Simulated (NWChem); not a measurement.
Program: NWChem. System: 1,2,4-triazole (C2H3N3), charge 0, spin multiplicity 1, at a geometry optimised with PBE0/def2-SVP. Level: MP2/def2-TZVP, 5 core orbitals frozen.

Job file:

```
start mol
memory heap 200 mb stack 900 mb global 1100 mb
geometry units angstroms nocenter noautoz
  C     -1.113829    -0.021465     0.000000
  N     -0.411629     1.137862     0.000000
  C      0.834517     0.722059     0.000000
  N      0.860860    -0.624783     0.000000
  N     -0.379526    -1.117783     0.000000
  H     -2.202705    -0.062580     0.000000
  H      1.731835     1.340672     0.000000
  H      1.658810    -1.248726     0.000000
  symmetry group Cs
end
basis spherical
  * library def2-tzvp
end
scf
  rhf
  nopen 0
  maxiter 100
  thresh 1e-7
  semidirect memsize 60000000 filesize 0
end
mp2
  freeze core 5
end
task mp2 energy
```

Part of the output:

```
             Northwest Computational Chemistry Package (NWChem) 7.3.0
             --------------------------------------------------------

                                NWChem Input Module
                                -------------------

 Scaling coordinates for geometry "geometry" by  1.889725989
 (inverse scale =  0.529177249)

 Turning off AUTOSYM since
 SYMMETRY directive was detected!

                             Geometry "geometry" -> ""
                             -------------------------

 Output coordinates in angstroms (scale by  1.889725989 to convert to a.u.)

  No.       Tag          Charge          X              Y              Z
 ---- ---------------- ---------- -------------- -------------- --------------
    1 C                    6.0000    -1.11382900    -0.02146500     0.00000000
    2 N                    7.0000    -0.41162900     1.13786200     0.00000000
    3 C                    6.0000     0.83451700     0.72205900     0.00000000
    4 N                    7.0000     0.86086000    -0.62478300     0.00000000
    5 N                    7.0000    -0.37952600    -1.11778300     0.00000000
    6 H                    1.0000    -2.20270500    -0.06258000     0.00000000
    7 H                    1.0000     1.73183500     1.34067200     0.00000000
    8 H                    1.0000     1.65881000    -1.24872600     0.00000000

 Effective nuclear repulsion energy (a.u.)     166.2245321444

            Nuclear Dipole moment (a.u.)
            ----------------------------
        X                 Y               Z
 ---------------- ---------------- ----------------
     0.0000056692     0.0000037795     0.0000000000

      Symmetry information
      --------------------

 Group name             Cs
 Group number              2
 Group order               2
 No. of unique centers     8

      Symmetry unique atoms

     1    2    3    4    5    6    7    8


 Summary of "ao basis" -> "" (spherical)
 ------------------------------------------------------------------------------
       Tag                 Description            Shells   Functions and Types
[...]
     1   1 0 0      1.157767      0.000000      0.000006
     1   0 1 0     -0.210221      0.000000      0.000004
     1   0 0 1     -0.000000      0.000000      0.000000

     2   2 0 0    -15.107761      0.000000    105.728226
     2   1 1 0     -0.365666      0.000000      0.261195
     2   1 0 1     -0.000000      0.000000      0.000000
     2   0 2 0    -24.939850      0.000000     96.537553
     2   0 1 1      0.000000      0.000000      0.000000
     2   0 0 2    -22.605641      0.000000      0.000000

                   NWChem MP2 Semi-direct Energy/Gradient Module
                   ---------------------------------------------

  Basis functions       =    173
  Molecular orbitals    =    173
  Frozen core           =      5
  Frozen virtuals       =      0
  Active alpha occupied =     13
  Active beta occupied  =     13
  Active alpha virtual  =    155
  Active beta virtual   =    155
  Use MO symmetry       = T
  Use skeleton AO sym   = T

  AO/Fock/Back tols     =   1.0D-09  1.0D-09  1.0D-09

 GA uses MA = F    GA memory limited = T

 Available:
  local mem=  1.26D+08
 global mem=  1.44D+08
 local disk=  0.00D+00
  mp2_memr nvloc                   155
  nvloc new                   155
   1 passes of  13:        5242880                     161764                 102453077.
   1 passes of  13: M    126150825           G      144119342           F     120907945.

 Semi-direct pass number   1 of   1  for RHF alpha+beta  at       34.2s
  vrange nnbf                 14947
  mp2_eaftype                   390  avail_ma_in_mb                  1099
 EAF : mp2_eaftype filesize         390   51226539.
  mp2_eaf for mointskh                    390
Node 0 wrote    240.9 Mb in      0.1 s     Agg I/O rate:  1976.0 Mb/s
 Done moints_semi at       44.4s
  mp2_eaftype                   390  avail_ma_in_mb                   709
 EAF : mp2_eaftype filesize         390   51226539.
  mp2_eaf for kh                   390
 Done maket at       44.9s
 Done multipass loop at       44.9s

          -------------------------------------------
          SCF energy                -240.896000010138
          Correlation energy          -0.906304963048
          Singlet pairs               -0.547381059304
          Triplet pairs               -0.358923903743
          Total MP2 energy          -241.802304973186
          -------------------------------------------

          ---------------------------------------------------
                    Spin Component Scaled (SCS) MP2
          Same spin pairs                     -0.239282602495
          Same spin scaling factor             0.333333333333
          Opposite spin pairs                 -0.667022360552
          Opposite spin scaling fact.          1.200000000000
          SCS-MP2 correlation energy          -0.880187700161
          Total SCS-MP2 energy              -241.776187710300
          ---------------------------------------------------

 -----------------------
 Performance information
 -----------------------

 Timer overhead =  9.57D-08 seconds/call

               Nr. of calls         CPU time (s)                 Wall time (s)                GFlops
             ---------------    -------------------     ------------------------------   -------------------
Name         Min   Avg   Max    Min     Avg     Max     Min     Avg     Max   Mx/calls   Min     Max     Sum
mp2: moin     1     1     1    10.     10.     10.      10.     10.     10.     10.      0.0     0.0     0.0
mp2: make     1     1     1   0.56    0.56    0.56     0.56    0.56    0.56    0.56      0.0     0.0     0.0
mp2: tota     1     1     1    11.     11.     11.      11.     11.     11.     11.      0.0     0.0     0.0

 The average no. of pstat calls per process was 3.00D+00
 with a timing overhead of 2.87D-07s

 Task  times  cpu:       44.9s     wall:       44.9s

 Total times  cpu:       44.9s     wall:       44.9s
```
